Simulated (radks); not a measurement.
Os+, 75 electrons, occupied as [Xe] 4f14 5d6 6s1 (the NIST ground configuration).

All-electron calculation, scalar-relativistic Kohn-Sham, PBEsol, spin-unpolarised, spherical densities, finite nucleus; Fermi nuclear charge, rms radius 5.4126 fm. Program: a radial shooting solver on a logarithmic mesh with Libxc functionals.

Energy parts (eV):
| part | energy |
|---|---|
| total | -469272.07 |
| kinetic | 519864.59 |
| electron-nucleus | -1162369.07 |
| Hartree | 182292.96 |
| exchange-correlation | -9060.55 |

Orbitals (lengths in bohr, moments of r in powers of bohr; <r^-3> diverges for s and p1/2; r(max) is where P^2 peaks; r(90%) holds 90 % of the orbital's charge):
orbital	occ.	eigenvalue (eV)	<r>	<r^-3>	r(max)	r(90%)
1s	2	-73827.36	0.01774	-	0.01103	0.0324
2s	2	-12865.65	0.07493	-	0.06342	0.116
2p	6	-11208.57	0.06729	21890	0.05220	0.110
3s	2	-3000.032	0.1940	-	0.1788	0.284
3p	6	-2513.237	0.1946	4931	0.1774	0.291
3d	10	-1968.196	0.1762	625.7	0.1444	0.273
4s	2	-639.0887	0.4320	-	0.4049	0.620
4p	6	-479.3404	0.4595	1163	0.4252	0.667
4d	10	-280.7586	0.4891	127.3	0.4346	0.732
4f	14	-60.0769	0.5566	22.95	0.4053	0.909
5s	2	-99.6121	1.006	-	0.9134	1.44
5p	6	-58.9568	1.169	180.4	1.031	1.70
5d	6	-14.1853	1.753	9.705	1.354	2.74
6s	1	-13.1836	2.766	-	2.394	4.04

The highest occupied level is 6s at -13.184 eV. For comparison, the ionisation energy in NIST's Atomic Spectra Database is 17 eV (semi-empirical). In exact Kohn-Sham theory the highest level is minus the ionisation energy, but local and semilocal functionals leave it too shallow, through self-interaction and a potential that decays too fast; potentials with the right tail come closer.

Beside tabulated values, note that spin-unpolarised runs miss the spin-polarisation part of the exchange energy of open shells.
